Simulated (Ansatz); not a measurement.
```xyz
9

C     0.6210   -1.1223    0.8944
Ga    0.2459    0.4707   -0.1585
N    -1.2723    0.8885   -1.0397
Cl    1.7597    1.9956   -0.3706
H     0.9031   -0.8350    1.9086
H     1.4605   -1.6638    0.4548
H    -0.2441   -1.7844    0.9391
H    -2.0943    0.3110   -1.0641
H    -1.3796    1.7397   -1.5639
```

Charge 0, multiplicity 1.

(1) List the PBE/def2-TZVPP orbital energies in eV (Ansatz 0.2.0). (An estimate is asked.)

Answers

(1) Computed: Occupied: -10093.67, -2738.16, -1233.55, -1093.27, -1093.18, -1093.14, -380.14, -268.94, -248.72, -189.39, -189.27, -189.24, -143.40, -98.01, -97.81, -97.69, -21.19, -20.42, -20.00, -19.97, -19.88, -19.50, -18.87, -17.05, -11.94, -11.24, -10.08, -9.98, -8.65, -7.79, -7.42, -6.95, -6.14. Lowest empty: -0.95, -0.87, 0.62, 0.88, 1.83, 2.06, 2.28, 2.58.
